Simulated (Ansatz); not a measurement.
`C/C(O)=[N]\[AlH2]`, relaxed with RKS PBE0-D4/def2-TZVP in Ansatz 0.2.0 from a PBE-D4/def2-SVP geometry. The force threshold is 0.005 eV/Å; the program also tests the step.

The species carries charge 0 and has multiplicity 1.

Start:

```xyz
11

C    -0.028   -1.094   -1.384
C     0.108   -0.663    0.056
O     0.379   -1.737    0.852
N    -0.009    0.515    0.502
Al   -0.191    2.197    0.994
H    -0.849   -1.834   -1.480
H    -0.231   -0.224   -2.032
H     0.901   -1.602   -1.716
H     0.448   -1.375    1.762
H    -1.645    2.703    1.415
H     1.116    3.114    1.031
```

(1) How much energy does the relaxation release, and in how many steps? (An estimate is asked.)

(2) Which bonds change most? (Best estimate.)

(3) Give the relaxed structure. (Estimate.)

## Answers

(1) Computed: 1.14 kcal/mol, in 8 steps.

(2) Computed: N4–Al5 from 1.762 to 1.740 Å; C2–N4 from 1.265 to 1.247 Å; C1–H6 from 1.110 to 1.092 Å; C1–H8 from 1.109 to 1.092 Å.

(3) The calculation gave: 
```xyz
11

C    -0.030   -1.070   -1.365
C     0.108   -0.658    0.067
O     0.373   -1.736    0.842
N     0.001    0.496    0.527
Al   -0.188    2.169    0.968
H    -0.836   -1.801   -1.462
H    -0.238   -0.206   -1.989
H     0.890   -1.557   -1.698
H     0.450   -1.410    1.748
H    -1.631    2.682    1.367
H     1.100    3.089    0.995
```
